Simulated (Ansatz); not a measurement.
A nudged elastic band was laid between two geometries of FGeH₅O₄ (11 atoms, charge 0, multiplicity 1).

The calculation used Ansatz, RKS PBE-D4/def2-SVP.

```
movable images  : 5
climbing image  : yes
spring          : 5.0 eV/Å²
optimiser       : quadratic models (default)
start path      : through a guess of the saddle point
force threshold : 0.05 eV/Å
iteration limit : 60
end points      : relaxed
```

Initial state:

```xyz
11
Properties=species:S:1:pos:R:3
Ge -0.024 0.080 0.119
F -0.289 -0.256 1.850
O 1.677 -0.180 -0.406
H 1.699 -1.037 -0.876
O -0.976 1.405 -0.583
H -1.681 0.961 -1.096
O -0.819 -1.389 -0.574
H -1.175 -1.925 0.161
O 1.109 1.767 1.100
H 1.986 1.421 0.822
H 1.006 1.457 2.025
```

Final state:

```xyz
11
Properties=species:S:1:pos:R:3
Ge 0.225 0.328 -0.354
F -0.431 -0.217 2.698
O 1.577 -0.012 -1.461
H 1.782 -0.967 -1.412
O -0.900 1.506 -1.046
H -1.516 1.059 -1.657
O -0.493 -1.194 0.188
H -0.649 -1.091 1.166
O 0.887 1.207 1.098
H 1.861 1.262 1.045
H 0.171 0.424 2.276
```

(1) What changes between the two ends?

(2) Give the energies along the band, and the barrier.

(3) What is the geometry of the highest image?

(4) What are the harmonic wavenumbers there?

Answers

(1) Bonds broken: Ge1–F2, O9–H11. Bonds formed: F2–H11. FGeH5O4 becomes FH + GeH4O4.

(2) The forces met the threshold. The highest image is number 3 of 0 to 6, 65.4 kJ/mol above the first end and 50.1 kJ/mol above the last; the last end lies 15.2 kJ/mol above the first. A vibrational analysis at the climbing image gives one clearly imaginary mode, 418i cm⁻¹: a first-order saddle point. The orbitals stay closed-shell, which can raise the energy where a bond breaks towards radicals; this wasn't checked here.

```
image  path coordinate (Å)  energy (kJ/mol)  Ge1–F2 (Å)  O9–H11 (Å)  F2–H11 (Å)
    0                 0.00              0.0        1.78        0.98        2.15
    1                 0.59              7.6        1.81        0.99        1.88
    2                 1.18             30.8        1.89        1.01        1.61
    3                 1.77             65.4        2.17        1.20        1.18
    4                 2.45             32.9        2.68        1.50        0.99
    5                 3.14             16.2        3.05        1.58        0.98
    6                 3.83             15.2        3.17        1.59        0.98
```

(3) 
```xyz
11
Properties=species:S:1:pos:R:3:forces:R:3
Ge 0.192 0.242 -0.065 0.01 0.00 0.00
F -0.566 0.141 1.963 0.01 0.01 -0.01
O 1.732 -0.026 -0.946 -0.01 0.00 0.00
H 1.698 -0.926 -1.323 0.00 0.00 0.00
O -0.901 1.441 -0.779 0.01 0.01 0.01
H -1.663 0.965 -1.162 -0.01 -0.01 -0.01
O -0.484 -1.419 -0.156 0.01 0.01 -0.01
H -0.981 -1.563 0.673 -0.01 -0.01 0.01
O 1.098 1.419 1.176 -0.01 0.00 0.00
H 2.037 1.147 1.216 0.01 0.00 0.00
H 0.350 0.881 1.945 -0.01 -0.01 0.00
```

(4) 418i, 54, 165, 188, 225, 237, 251, 277, 363, 413, 420, 527, 658, 671, 676, 728, 794, 860, 909, 952, 1081, 1289, 1762, 3692, 3699, 3712, 3723 cm⁻¹.

Run time: 86 s on 4 threads of Arm Neoverse V1, on a shared host, peak memory 0.2 GiB.
